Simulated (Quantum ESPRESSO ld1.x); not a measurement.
Values are calculated unless marked as measured or tabulated.
The lead ion Pb57+, 25 electrons, occupied as [Ar] 3d7. Level of theory: Dirac Kohn-Sham, PBE, spin-unpolarised, spherical densities, point nucleus; open shells fill j = l - 1/2 first (ld1.x of Quantum ESPRESSO 7.5).

Radial electron density D(r) = 4 pi r^2 rho(r):

```
   r/bohr * D(r) (the largest magnitude, 147, reaches the edge; | marks zero)
 0.001106 |    *
 0.001395 |       *
  0.00176 |         *
 0.002237 |             *
 0.002821 |                  *
 0.003586 |                       *
 0.004522 |                             *
 0.005749 |                                   *
  0.00725 |                                        *
 0.009143 |                                           *
  0.01162 |                                            *
  0.01466 |                                          *
  0.01863 |                                       *
   0.0235 |                                      *
  0.02988 |                                           *
  0.03768 |                                                  *
  0.04751 |                                                      *
   0.0604 |                                                  *
  0.07618 |                                        *
  0.09684 |                                   *
   0.1221 |                                      *
   0.1552 |                                      *
   0.1958 |                          *
   0.2469 |           *
   0.3139 |  *
   0.3958 *
   0.5032 *
   0.6346 *
```

D(r) has 3 maxima, at r = 0.0107, 0.0483, 0.140 bohr, and minima at 0.0215, 0.0968 bohr, inside which lie 2.05, 11.24 electrons.
